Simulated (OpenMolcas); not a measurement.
Os III: effect of the active space

| Property | Result |
| --- | --- |
| Program | OpenMolcas |
| Method | CASSCF |
| Basis | ANO-R3 |
| Scalar Hamiltonian | X2C, finite nucleus |
| Spin-orbit coupling | RASSI with atomic mean-field integrals over the reference wave functions, term energies averaged over their components |

A. 6 electrons in 5 orbitals (5d); 2S+1 = 5 even, 5 roots; 2S+1 = 3 even, 45 roots; 2S+1 = 1 even, 50 roots; cost roughly 40 core-seconds
B. 6 electrons in 6 orbitals (5d 6s); 2S+1 = 5 even, 35 roots (30 in the spin-orbit step); 2S+1 = 7 even, 1 root kept (CI in the orbitals of an earlier block); 2S+1 = 3 even, 150 roots kept (CI in the orbitals of an earlier block, 107 in the spin-orbit step); 2S+1 = 1 even, 116 roots kept (CI in the orbitals of an earlier block, 62 in the spin-orbit step); cost about 2.2 core-minutes

Energies in cm-1 above 5d6 5D4.

```json
{"Level": "5d6 5D4", "A": "0.0", "B": "0.0"}
{"Level": "5d6 5D3", "A": "4538", "B": "4388"}
{"Level": "5d6 5D2", "A": "5284", "B": "4896"}
{"Level": "5d6 5D1", "A": "7284", "B": "6966"}
{"Level": "5d6 5D0", "A": "7755", "B": "7419"}
{"Level": "5d6 3H6", "A": "18514", "B": "20264"}
{"Level": "5d6 3D1 [52 %]", "A": "28348", "B": "24101"}
{"Level": "5d6 1I6", "A": "31439", "B": "33500"}
{"Level": "5d6 3P1(1) [54 %]", "A": "33083", "B": "32057"}
{"Level": "5d6 1G4(1) [56 %]", "A": "36664", "B": "35071"}
{"Level": "5d6 3P1(2) [60 %]", "A": "45869", "B": "43708"}
```

B puts 5d5 6s 7S3 lowest.

The spin-orbit steps hold different terms of 5d6 (B lacks a 1D, a 1S, a 3F), which shifts levels as well.

Between A and B the level of the table that moves most is 5d6 3D1 [52 %], by 4200 cm-1 (lowest in B, highest in A).

Without dynamic correlation excited terms often stand tens of per cent too high (terms of higher spin than the ground term too low), and those without a measured partner can miss by more than the paired ones. Configurations with an s electron lie low in 5d ions of this charge, fall among these levels and mix in, so low-spin terms can stand far too high, up to twice their true height, and weights are not those of the real levels (holds for A). Some high roots are left out of the spin-orbit mixing, which shifts the levels that they would mix with (holds for B). Terms from blocks run as CI alone lack orbitals of their own (holds for B). The lowest computed level is not the ground level that NIST lists (5D4) (holds for B). Configurations are named by rounded mean occupations; where the s occupation lies near a half they are strongly mixed, a name can repeat and a true partner stay unpaired (holds for B). Levels of configurations outside the active space are missing. Levels that lie high or do not pair safely by name in every column are left out.

A share in square brackets marks a mixed level and gives the weight of the term that names it, the lowest over the columns. A number in round brackets counts repeated terms of one configuration in the order of the reference energies.
